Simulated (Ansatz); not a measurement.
```yaml
crystal:
  periodic: [false, false, false]
  atoms:
    - {symbol: C, position_ang: [-1.586500, 0.356464, 2.134796]}
    - {symbol: C, position_ang: [-0.228650, -1.013734, 0.034243]}
    - {symbol: C, position_ang: [2.393347, -0.029501, -0.891188]}
    - {symbol: B, position_ang: [0.095533, 0.082672, -2.591774]}
    - {symbol: Br, position_ang: [-1.363922, 1.115670, -5.649920]}
    - {symbol: H, position_ang: [-1.458250, 2.405104, 1.899630]}
    - {symbol: H, position_ang: [-0.781268, -0.110905, 3.980672]}
    - {symbol: H, position_ang: [-3.591906, -0.133669, 2.166118]}
    - {symbol: H, position_ang: [-0.317216, -3.065633, 0.174104]}
    - {symbol: H, position_ang: [3.873109, -1.422345, -1.178655]}
    - {symbol: H, position_ang: [3.089123, 1.708349, -0.039289]}
basis:
  gaussian: {orbitals: cc-pVTZ}
hamiltonian: {xc: {name: HSE06}, pseudopotentials: {relativity: scalar}}
output: {forces: true}
```

```sh
$ ansatz run in.yaml --threads 4 --pin off --events-out ev --progress --plain --max-ram 10444MiB
```

It prints (some lines left out):

```
Functional definition: HSE06
1504 factors; their error is unknown
134 factors; integrals over basis functions are off by at most 1.8e-6 eV
mean field evaluation 1: about -74546.3768 eV, gradient 3.4e1 eV
mean field evaluation 2: about -74056.0057 eV, gradient 2.7e2 eV
mean field evaluation 4: about -74413.3907 eV, gradient 1.2e2 eV
mean field evaluation 8: about -74553.4406 eV, gradient 4.4e-1 eV
mean field evaluation 96: about -74553.1322 eV, gradient 1.6e0 eV
mean field -74553.44099479 eV, -2739.7884224212 hartree, gradient 1.5e-5 eV, S^2 0.000000; 6 other end points of the search recorded, 0 dependent functions left out
reference -74553.44106102 eV, -2739.7884248552 hartree; 32, 32 occupied and 215, 215 virtual orbitals, 1504 factors
Total energy: -74553.44106102 eV, -2739.7884248552 hartree
Relativity: scalar
Atom 0 at    -1.586500     0.356464     2.134796 Å, force    -0.876264     0.740244     1.355033 eV/Å
Atom 1 at    -0.228650    -1.013734     0.034243 Å, force    -0.387473    -1.746908     0.386513 eV/Å
Atom 2 at     2.393347    -0.029501    -0.891188 Å, force     2.016182     0.335103     0.425493 eV/Å
Atom 3 at     0.095533     0.082672    -2.591774 Å, force    -0.016320    -0.045285     0.191027 eV/Å
Atom 4 at    -1.363922     1.115670    -5.649920 Å, force     0.517615    -0.356930     1.069140 eV/Å
Atom 5 at    -1.458250     2.405104     1.899630 Å, force    -0.163116    -3.130793     0.315886 eV/Å
Atom 6 at    -0.781268    -0.110905     3.980672 Å, force    -1.230447     0.709042    -2.817751 eV/Å
Atom 7 at    -3.591906    -0.133669     2.166118 Å, force     3.064853     0.737848    -0.049641 eV/Å
Atom 8 at    -0.317216    -3.065633     0.174104 Å, force     0.098581     3.228714    -0.136623 eV/Å
Atom 9 at     3.873109    -1.422345    -1.178655 Å, force    -2.159704     2.339127     0.567814 eV/Å
Atom 10 at     3.089123     1.708349    -0.039289 Å, force    -0.863909    -2.810163    -1.306892 eV/Å
Dipole moment:     0.674159    -0.442730     1.305653 e Å
```

In this input the coordinates are in bohr but typed as ångström. The run converged. The result belongs to that input, not to the molecule as meant.
